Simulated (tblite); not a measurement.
C3H13FSi3.
Atom-mapped SMILES: `[F:1][CH2:2][CH2:3][Si@H:4]([SiH3:5])[CH2:6][SiH3:7]` (hydrogens: H8, H9 on C2; H10, H11 on C3; H12 on Si4; H13, H14, H15 on Si5; H16, H17 on C6; H18, H19, H20 on Si7)

The geometry is computed with GFN2-xTB (gas phase).

(1) Give the optimised bond lengths and angles.

Results:

(1) 
```tsv
bond	length (Å)
F1–C2	1.380
C2–C3	1.514
C3–Si4	1.924
Si4–Si5	2.315
Si4–C6	1.910
C6–Si7	1.898
C2–H8	1.096
C2–H9	1.095
C3–H10	1.090
C3–H11	1.090
Si4–H12	1.480
Si5–H13, Si5–H14, Si5–H15	1.466
C6–H16	1.091
C6–H17	1.091
Si7–H18, Si7–H19, Si7–H20	1.465
```

Bonds in one row agree within 0.01 Å and their mean is given. A selection of angles:
```tsv
angle	degrees
F1–C2–C3	110.6
F1–C2–H8	106.2
F1–C2–H9	106.2
C3–C2–H8	112.6
C3–C2–H9	111.4
H8–C2–H9	109.4
C2–C3–Si4	112.7
C2–C3–H10	108.9
C2–C3–H11	107.6
Si4–C3–H10	109.5
Si4–C3–H11	111.1
H10–C3–H11	106.9
C3–Si4–Si5	112.0
C3–Si4–C6	107.1
C3–Si4–H12	102.8
Si5–Si4–C6	112.9
Si5–Si4–H12	114.4
C6–Si4–H12	106.9
Si4–Si5–H13	113.0
Si4–Si5–H15	110.3
H13–Si5–H14	107.3
H13–Si5–H15	106.4
Si4–C6–Si7	114.7
Si4–C6–H16	109.0
Si4–C6–H17	109.8
Si7–C6–H16	108.2
Si7–C6–H17	108.7
H16–C6–H17	106.1
C6–Si7–H18	109.6
H18–Si7–H19	108.9
```

Dihedral angles: F1–C2–C3–Si4 -55° (synclinal); C2–C3–Si4–Si5 65° (synclinal); C3–Si4–C6–Si7 -170° (antiperiplanar).

Si5 (SiH3 silicon) is distorted tetrahedral (angles from 106.4° to 113.0°). Of the pairs four or more bonds apart, F1···Si5 is among the closest relative to their van der Waals radii: 3.24 Å, 91 % of the sum of Bondi's values. Si7 (SiH3 silicon) is tetrahedral (angles from 108.9° to 109.7°). The 3 C–Si bonds span 1.898 Å (C6–Si7, drawn single) to 1.924 Å (C3–Si4, drawn single), a spread of 0.026 Å. Si4 (SiH silicon) is distorted tetrahedral (angles from 102.8° to 114.4°).

Point group: C1 (no symmetry element, even within 0.4 Å). Its GFN2-xTB frequencies are all real (lowest 26 cm⁻¹). The numbers are those of one conformer. 3 starts were optimised and ended at 0.00, 0.24 and 0.97 kcal/mol (GFN2-xTB); the lowest of these is shown.

Time: 3.3 s. Hardware: AMD EPYC, one thread, shared host. That covers the optimisation of the geometry.
